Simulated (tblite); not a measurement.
C5H9AsO2.
Z-matrix (Å and degrees, GFN2-xTB geometry), rows numbered from 1:
```
O 
C   1  1.2024
O   2  1.3417  1  122.08
C   2  1.5076  1  125.25  3  -179.39
C   4  1.5298  2  112.03  1  -124.33
C   5  1.5264  4  107.83  2  -175.50
As  6  1.9994  5  107.15  4    35.27
C   4  1.5272  2  111.01  1   116.71
H   3  0.9697  2  110.08  1     0.00
H   4  1.0952  2  107.53  1    -3.74
H   5  1.0921  4  111.05  2    62.21
H   5  1.0924  4  108.30  2   -56.41
H   6  1.0921  5  110.58  4   156.68
H   6  1.0915  5  110.94  4   -84.12
H   7  1.5133  6   94.24  5  -101.23
H   8  1.0934  4  109.60  2    50.64
H   8  1.0913  4  112.11  2   -69.31
```

Method: GFN2-xTB as coded in tblite; computed harmonic values from a numerical Hessian at the method's own geometry, unscaled. Against measured fundamentals such values can be off by several per cent, at times by over 20. Modes of hydrogen on arsenic can be 10 to 20 % off. One conformer, not necessarily the lowest.

Harmonic wavenumbers (cm⁻¹): 33.3, 96.0, 138.7, 161.6, 252.7, 322.2, 405.7, 513.0, 551.3, 588.3, 607.8, 626.5, 678.1, 691.2, 729.4, 812.4, 849.8, 894.7, 939.8, 979.8, 1029.6, 1049.9, 1094.6, 1121.6, 1165.0, 1181.0, 1198.3, 1245.5, 1249.9, 1264.2, 1295.9, 1329.9, 1448.8, 1459.8, 1488.5, 1787.2, 1860.7, 2937.7, 2945.3, 2948.5, 2963.6, 2967.6, 2971.2, 2980.3, 3453.4.

A = 3435, B = 728.0, C = 684.1 MHz; mass 175.982 u (most abundant isotopes); point group C1, symmetry number 1.

Question: What is the zero-point energy?

Answer: ½Σν̃ = 28655 cm⁻¹ = 342.79 kJ/mol.

Question: Give the ideal-gas entropy at 400 K and 1 bar in the rigid-rotor, harmonic-oscillator model (classical rotation).

Answer: Translation 179.45, rotation 127.59, vibration 134.91: S = 442.0 J/(mol K).

Question: And Cp and H(400 K) − H(0)?

Answer: Cp = 182.77 J/(mol K), of which vibrations give 149.51 (their classical limit is 45 R = 374.2); H(400 K) − H(0) = 41.78 kJ/mol without the zero-point energy, 28.48 from vibrations.

Question: How do the functions run with temperature in this model?

Answer: 
```csv
T (K),S (J/(mol K)),Cp (J/(mol K)),H − H(0) (kJ/mol),G − H(0) (kJ/mol),ln q(vib)
50,250.2,50.2,2.04,-10.47,0.58
100,290.3,66.5,4.97,-24.05,1.55
298.15,394.4,142.1,25.19,-92.39,5.52
373.15,429.6,172.6,37.01,-123.30,7.09
500,486.5,216.3,61.79,-181.44,9.82
750,586.3,275.1,123.84,-315.88,15.21
1000,670.9,311.9,197.55,-473.31,20.33
```

q(vib) and H(0) count from the zero-point level.

Question: Blend soft modes into free rotors: weight 1/[1 + (100 cm⁻¹/ν̃)⁴] for the oscillator and the rest for a rotor with moment μB/(μ + B), μ = h/(8π²ν), B = 10⁻⁴⁴ kg m². What vibrational entropy results?

Answer: 123.99 J/(mol K) in place of 134.91, which changes −T·S at 400 K by +4.37 kJ/mol.

Question: What must be added to the electronic energy to get the Gibbs energy at 400 K and 1 bar?

Answer: ZPE + [H(400 K) − H(0)] − T·S = 342.79 + 41.78 − 176.78 = 207.79 kJ/mol.

Hindered rotation and anharmonicity are outside this model. Other conformers, if any are populated, would add a mixing term that is left out. The structure is chiral; the term R ln 2 for an equal mix with its mirror image is left out.

Hardware: one thread, Arm Neoverse V1 (aarch64), shared host. Cost: 0.58 s wall. The figure is for the frequency step alone.
